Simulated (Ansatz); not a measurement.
`N[SiH2][SiH2][GaH][F]`. Total charge 0; spin multiplicity 1.

```xyz
12

N     0.0838    1.0086    0.8610
Si   -1.1056   -0.3620    0.8140
Si   -0.2610   -1.3168   -1.1450
Ga    1.4566    0.3459   -0.6819
F     1.1605    1.8258   -1.6491
H     0.4470    1.2525    1.7751
H    -0.2400    1.8651    0.4183
H    -2.4849    0.1839    0.9332
H    -0.7917   -1.1394    2.0428
H    -1.1475   -1.0972   -2.3184
H    -0.0124   -2.7732   -0.9708
H     2.8951    0.2069   -0.0794
```

Q: What are the harmonic wavenumbers in cm⁻¹ at PBE0-D4/def2-TZVP (Ansatz, finite differences of forces, unscaled)? (Best estimate.)

A: The calculation gave: 51, 110, 146, 207, 289, 320, 363, 414, 436, 504, 537, 583, 611, 620, 627, 690, 712, 799, 876, 911, 932, 952, 1583, 1969, 2207, 2215, 2220, 2231, 3507, 3600.

Q: Is this a minimum?

A: Yes, all 30 modes are real.

Q: Give the ideal-gas thermochemistry at 298.15 K and 1 bar (rigid rotor, harmonic oscillator; point group C1, symmetry number 1).

A: Zero-point energy 186.8 kJ/mol; H(298) − E = 212.5 kJ/mol; entropy 387.2 J/(mol·K), of which translation 172.6, rotation 119.3, vibration 95.3; G(298) − E = 97.1 kJ/mol. Modes under 100 cm⁻¹ are hindered rotations or soft bends, so the harmonic entropy is rough.

Q: And at 400, 500, 600, 800 and 1000 K?

A: 
```csv
T (K),H − E (kJ/mol),S (J/mol/K),G − E (kJ/mol)
400,228.4,432.9,55.3
500,246.1,472.3,10.0
600,265.4,507.3,-39.0
800,307.3,567.5,-146.7
1000,352.7,618.1,-265.4
```
